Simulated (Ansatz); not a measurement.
`[NH2][Mo](=[O])(=[S])[Cl]` + CH₄ → `[CH3][Mo](=[O])(=[S])[Cl]` + NH₃ at 400 K and 1 bar (formal exchange of groups at a Mo–N bond).

Isolated molecules relaxed with PBE0-D4/def2-TZVP in Ansatz; ΔE leaves out vibrations. CCSD(T)/CBS adds triple-zeta CCSD(T) − MP2 to the extrapolated MP2 energy (def2 sets, frozen cores). This one scheme is used for every species. Elements past krypton have def2 core potentials. For Mo outer-core shells are correlated without core-valence functions, which leaves a few kJ/mol of doubt a bond. One conformer a species, not always the lowest.

```csv
species,CCSD(T)/CBS energy (Eh),H − E (kJ/mol),S (J/(mol·K))
`[NH2][Mo](=[O])(=[S])[Cl]`,-1056.92850,116.2,385.1
CH₄,-40.46206,131.3,197.2
`[CH3][Mo](=[O])(=[S])[Cl]`,-1040.85015,143.2,396.2
NH₃,-56.50880,104.2,203.1
```

H − E and S are ideal-gas, rigid-rotor, harmonic terms from PBE0-D4/def2-TZVP, for one conformer and one mirror image of each species. 1 Eh = 2625.50 kJ/mol, R = 8.31446 J/(mol·K).

By hand: ΔE, ΔH, ΔS and ΔG.

ΔE = (-1040.85015) + (-56.50880) − (-1056.92850) − (-40.46206) = 0.03161 Eh = 83.0 kJ/mol. Δ(H − E) = 143.2 + 104.2 − 116.2 − 131.3 = -0.1, so ΔH = 82.9 kJ/mol. ΔS = 396.2 + 203.1 − 385.1 − 197.2 = 17.0 J/(mol·K). ΔG = 82.9 − 400 × (17.0)/1000 = 76.1 kJ/mol.

By hand: the equilibrium constant, and the temperature at which ΔG would vanish if ΔH and ΔS stayed fixed.

log₁₀ K = −ΔG/(RT ln 10) = -9.9. ΔG = 0 at ΔH/ΔS = 4876 K, far beyond where these terms or the molecules hold.

ΔH outweighs TΔS. A doubt of 5 kJ/mol in ΔE shifts log₁₀ K by 0.7 here. Other conformers and mirror images would add mixing entropy, several J/(mol·K) or more a flexible species. These are equilibria of isolated gas molecules and say nothing of rates. Largest T1 diagnostic: 0.025 (customary marks: 0.02 for closed shells, 0.045 for open ones).
